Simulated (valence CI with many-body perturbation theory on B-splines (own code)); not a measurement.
# Energy levels of Tc XXXIX

Method: configuration interaction combined with many-body perturbation theory (CI+MBPT): three valence electrons over a frozen Dirac-Fock core [He], a basis of 11 s, 11 p, 10 d, 8 f, 5 g, 2 h functions for each j, with the one-electron correlation potential Σ1 (screened to all orders), the two-electron term Σ2, the three-electron term Σ3, Breit, model QED; selected single and double excitations, second order for the rest, scaled by the run's own slope (own B-spline code, finite nucleus).

The last digits are not significant, and no measured levels were compared; by estimate large intervals hold to a few tenths of a per cent, small ones and those within an open d or f shell to about a per cent.

Levels 46 to 90 of 205, with energies above the lowest level, (2s^2 2p1/2) J=1/2. "Leading %" is the weight of the configuration and term that name the level; weights of strongly mixed levels are sums over their largest components and can fall short. In the jj column 3d3/2^4 stands for four electrons in 3d with j = 3/2. Lifetimes count E1, E2, E3, M1 and M2 decay at the calculated energies, and are blank where another channel may lead or the interval is too uncertain; long ones can be off by a factor of two.

```tsv
No.	Configuration	Term	J	E (Ry)	Leading %	Second component	Leading jj	Lifetime
46	2s 2p 3s	2P°	1/2	249.24	33	25 % 2p2 3p 4D°	2p1/2^2 3p1/2 (56 %)	27.3 fs
47	2s 2p 3p	4D	7/2	250.49	100		2s 2p3/2 3p3/2 (100 %)	8.12 ps
48	2s 2p 3p	2P	3/2	250.76	50	33 % 2s 2p 3p 4S	2s 2p3/2 3p3/2 (96 %)	21.4 fs
49	2s 2p 3p	2D	5/2	251.57	50	45 % 2s 2p 3p 4P	2s 2p3/2 3p3/2 (96 %)	21.4 fs
50	2s 2p 3p	2S	1/2	251.70	45	35 % 2s 2p 3p 2P	2s 2p3/2 3p3/2 (92 %)	19.5 fs
51	2s 2p 3p	2P	1/2	252.12	54	33 % 2s 2p 3p 2S	2s 2p3/2 3p1/2 (90 %)	18.4 fs
52	2s 2p 3p	2D	3/2	252.21	66	18 % 2s 2p 3p 2P	2s 2p3/2 3p1/2 (93 %)	56.6 fs
53	2p2 3p	4D°	3/2	252.38	27	23 % 2p2 3p 4P°	2p1/2^2 3p3/2 (93 %)	22.7 fs
54	2s 2p 3d	4D°	5/2	253.36	49	19 % 2s 2p 3d 4F°	2s 2p3/2 3d3/2 (97 %)	5.53 fs
55	2s 2p 3d	4F°	9/2	253.46	100		2s 2p3/2 3d5/2 (100 %)	332 ps
56	2s 2p 3d	4D°	7/2	253.48	47	44 % 2s 2p 3d 4F°	2s 2p3/2 3d3/2 (66 %)	6.45 fs
57	2s 2p 3d	4P°	3/2	253.54	47	40 % 2s 2p 3d 4D°	2s 2p3/2 3d3/2 (96 %)	4.97 fs
58	2s 2p 3d	4P°	1/2	253.62	86	11 % 2s 2p 3d 4D°	2s 2p3/2 3d3/2 (97 %)	5.65 fs
59	2p2 3d	4F	3/2	254.21	38	22 % 2p2 3d 2D	2p1/2^2 3d3/2 (93 %)	32.5 fs
60	2s 2p 3p	2D	5/2	254.44	71	9 % 2s 2p 3p 4P	2s 2p3/2 3p3/2 (84 %)	60.4 fs
61	2s 2p 3d	2D°	5/2	254.48	45	31 % 2s 2p 3d 4P°	2s 2p3/2 3d5/2 (98 %)	7.50 fs
62	2p2 3s	4P	3/2	254.70	39	25 % 2s 2p 3p 2P	2p1/2 2p3/2 3s (52 %)	67.1 fs
63	2s 2p 3d	2D°	3/2	254.82	41	31 % 2s 2p 3d 2P°	2s 2p3/2 3d5/2 (90 %)	8.38 fs
64	2s 2p 3d	2F°	7/2	255.24	81	18 % 2s 2p 3d 4D°	2s 2p3/2 3d5/2 (66 %)	4.31 fs
65	2p2 3s	4P	3/2	255.27	49	26 % 2s 2p 3p 2P	2p1/2 2p3/2 3s (60 %)	49.3 fs
66	2s 2p 3p	2S	1/2	255.39	44	18 % 2p2 3s 2P	2s 2p3/2 3p3/2 (66 %)	80.9 fs
67	2p2 3d	2D	5/2	255.46	26	20 % 2p2 3d 4D	2p1/2^2 3d5/2 (85 %)	7.72 fs
68	2s 2p 3d	2P°	1/2	255.78	82	12 % 2s 2p 3d 4D°	2s 2p3/2 3d5/2 (96 %)	5.54 fs
69	2p2 3s	2P	1/2	255.81	45	18 % 2p2 3s 4P	2p1/2 2p3/2 3s (63 %)	45.1 fs
70	2p2 3s	2D	5/2	256.28	41	34 % 2p2 3s 4P	2p1/2 2p3/2 3s (74 %)	66.9 fs
71	2p2 3s	2D	3/2	256.58	50	32 % 2p2 3s 2P	2p1/2 2p3/2 3s (82 %)	32.7 fs
72	2s 2p 3d	2F°	5/2	257.26	60	9 % 2p2 3p 2F°	2s 2p3/2 3d3/2 (82 %)	5.03 fs
73	2p2 3p	4P°	1/2	257.31	41	29 % 2p2 3p 4D°	2p1/2 2p3/2 3p1/2 (95 %)	23.9 fs
74	2s 2p 3d	2D°	3/2	257.42	47	17 % 2p2 3p 4D°	2s 2p3/2 3d3/2 (58 %)	5.38 fs
75	2p2 3p	4D°	3/2	257.76	36	26 % 2s 2p 3d 2D°	2p1/2 2p3/2 3p1/2 (64 %)	18.2 fs
76	2s 2p 3d	2F°	7/2	257.78	82	8 % 2s 2p 3d 4D°	2s 2p3/2 3d5/2 (94 %)	13.9 fs
77	2s 2p 3d	2P°	1/2	257.91	87	10 % 2s 2p 3d 4D°	2s 2p3/2 3d3/2 (93 %)	6.62 fs
78	2s 2p 3d	2D°	5/2	258.38	60	11 % 2p2 3p 2F°	2s 2p3/2 3d5/2 (70 %)	6.37 fs
79	2p2 3p	2F°	5/2	258.51	21	18 % 2s 2p 3d 2F°	2p1/2 2p3/2 3p1/2 (59 %)	10.4 fs
80	2s 2p 3d	2P°	3/2	258.65	84	6 % 2s 2p 3d 4D°	2s 2p3/2 3d5/2 (91 %)	6.11 fs
81	2p2 3p	2P°	3/2	259.75	37	27 % 2p2 3p 4S°	2p1/2 2p3/2 3p1/2 (94 %)	17.5 fs
82	2p2 3p	4D°	5/2	260.26	52	34 % 2p2 3p 4P°	2p1/2 2p3/2 3p3/2 (99 %)	22.1 fs
83	2p2 3p	4P°	1/2	260.51	38	30 % 2p2 3p 2P°	2p1/2 2p3/2 3p3/2 (98 %)	20.5 fs
84	2p2 3p	2D°	3/2	260.84	49	31 % 2p2 3p 4P°	2p1/2 2p3/2 3p3/2 (96 %)	19.6 fs
85	2p2 3p	2F°	7/2	261.22	55	43 % 2p2 3p 4D°	2p1/2 2p3/2 3p3/2 (96 %)	25.7 fs
86	2p2 3p	2P°	3/2	261.76	45	25 % 2p2 3p 4S°	2p1/2 2p3/2 3p3/2 (98 %)	19.1 fs
87	2p2 3p	2D°	5/2	262.24	52	23 % 2p2 3p 2F°	2p1/2 2p3/2 3p3/2 (95 %)	20.4 fs
88	2p2 3d	4F	3/2	262.56	42	31 % 2p2 3d 2P	2p1/2 2p3/2 3d3/2 (98 %)	22.7 fs
89	2p2 3d	4F	5/2	262.65	54	40 % 2p2 3d 2F	2p1/2 2p3/2 3d3/2 (96 %)	59.7 fs
90	2p2 3d	4D	1/2	262.76	81	14 % 2p2 3d 2P	2p1/2 2p3/2 3d3/2 (100 %)	44.0 fs
```
